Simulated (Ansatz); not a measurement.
Start from `FB(F)C(F)(F)F` and change one atom or group to get `CSC(F)(F)F`.

Ansatz, PBE0-D4/def2-TZVP geometries, multiplicity 1. 

```csv
property,`FB(F)C(F)(F)F`
LUMO energy (PBE0/def2-TZVPP) / eV,-1.18
HOMO energy (ωB97M-V/def2-TZVPP) / eV,-13.05
LUMO energy (PBE/def2-TZVPP) / eV,-2.21
HOMO energy (B3LYP/def2-TZVPP) / eV,-10.45
HOMO–LUMO gap (ωB97M-V/def2-TZVPP) / eV,14.03
HOMO energy (PBE0/def2-TZVPP) / eV,-10.66
```

Task: Give the same properties after the change, and the shifts. (An estimate is asked.)

Result: Ansatz gave: 
| property | `CSC(F)(F)F` | shift |
| --- | --- | --- |
| LUMO energy (PBE0/def2-TZVPP) / eV | 0.09 | 1.27 |
| HOMO energy (ωB97M-V/def2-TZVPP) / eV | -9.77 | 3.28 |
| LUMO energy (PBE/def2-TZVPP) / eV | -0.91 | 1.30 |
| HOMO energy (B3LYP/def2-TZVPP) / eV | -7.28 | 3.17 |
| HOMO–LUMO gap (ωB97M-V/def2-TZVPP) / eV | 11.82 | -2.21 |
| HOMO energy (PBE0/def2-TZVPP) / eV | -7.51 | 3.15 |

With PBE0 the HOMO rises by 3.15 eV and the LUMO rises by 1.27 eV, so the gap narrows by about 1.88 eV. PBE moves the HOMO by 2.63 eV and ωB97M-V by 3.28 eV.

B3LYP here is the variant with VWN-RPA as its local correlation; programs differ in this.
